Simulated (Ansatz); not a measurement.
GeClF3. Charge 0, multiplicity 1. Geometry relaxed at PBE-D4/def2-SVP.

```xyz
5

Ge   -0.005    0.045    0.019
Cl    0.210   -1.901   -0.795
F    -1.550    0.244    0.763
F     0.147    1.254   -1.204
F     1.198    0.358    1.217
```

Q: Estimate the harmonic wavenumbers at RKS PBE-D4/def2-SVP (Ansatz, unscaled). Is this a minimum?

A: 162, 162, 230, 230, 250, 448, 702, 752, 752 cm⁻¹. Yes, no mode is imaginary beyond noise. Zero-point energy 22.1 kJ/mol. Hardware: 4 threads of Arm Neoverse V1 on a shared host. Wall time 14 s.
